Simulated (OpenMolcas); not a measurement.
# A ladder of methods for C2H6Cl2Si (dichlorodimethylsilane)

C2H6Cl2Si: 11 atoms, total charge 0, spin state singlet. As SMILES, `C[Si](C)(Cl)Cl`. The coordinates come from a PBE0-D4/def2-TZVP relaxation.

Each level gives the dipole moment (D). The values are calculated.

| level | kind | program | value (D) | CPU time |
| --- | --- | --- | --- | --- |
| HF/def2-SVP | Hartree–Fock | OpenMolcas | 2.54 | 17 s |
| SVWN5/def2-SVP | LDA | OpenMolcas | 2.31 | 47 s |
| BLYP/def2-SVP | GGA | OpenMolcas | 2.18 | 58 s |
| r2SCAN/def2-SVP | meta-GGA | OpenMolcas | 2.43 | 67 s |
| M06-2X/def2-SVP | hybrid meta-GGA | OpenMolcas | 2.45 | 71 s |

The values span 2.18 to 2.54 D. Magnitudes only. CPU times are rough (shared hosts, several kinds of processor): they show what a rung costs within a factor of a few.
